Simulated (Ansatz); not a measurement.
`[Ga][Br]` + H–F → `[F][Ga]` + HBr at 298.15 K and 1 bar (ligand exchange at a Ga–Br bond).

Computed with Ansatz on PBE0-D4/def2-TZVP structures; ΔE is electronic, products minus reactants. CBS: MP2 limit from def2 TZ/QZ plus the TZ coupled-cluster correction, frozen cores. This one scheme is used for every species. For Br, Ga outer-core shells are correlated without core-valence functions, which leaves a few kJ/mol of doubt a bond. Scalar relativity is left out up to krypton.

```csv
species,CCSD(T)/CBS energy (Eh),H − E (kJ/mol),S (J/(mol·K))
`[Ga][Br]`,-4497.32085,11.5,251.8
H–F,-100.39570,33.5,173.6
`[F][Ga]`,-2023.78416,12.8,227.9
HBr,-2573.91920,24.6,198.6
```

H − E and S are ideal-gas, rigid-rotor, harmonic terms from PBE0-D4/def2-TZVP. 1 Eh = 2625.50 kJ/mol, R = 8.31446 J/(mol·K).

Q: By hand: ΔE, ΔH, ΔS and ΔG.

A: ΔE = (-2023.78416) + (-2573.91920) − (-4497.32085) − (-100.39570) = 0.01319 Eh = 34.6 kJ/mol. Δ(H − E) = 12.8 + 24.6 − 11.5 − 33.5 = -7.6, so ΔH = 27.0 kJ/mol. ΔS = 227.9 + 198.6 − 251.8 − 173.6 = 1.1 J/(mol·K). ΔG = 27.0 − 298.15 × (1.1)/1000 = 26.7 kJ/mol.

Q: By hand: the equilibrium constant, and the temperature at which ΔG would vanish if ΔH and ΔS stayed fixed.

A: log₁₀ K = −ΔG/(RT ln 10) = -4.7. ΔG = 0 at ΔH/ΔS = 24545 K, far beyond where these terms or the molecules hold.

The number of gas molecules stays the same, so ΔS is small and ΔH decides. A doubt of 5 kJ/mol in ΔE shifts log₁₀ K by 0.9 here. These are equilibria of isolated gas molecules and say nothing of rates. Largest T1 diagnostic: 0.016 (customary marks: 0.02 for closed shells, 0.045 for open ones).
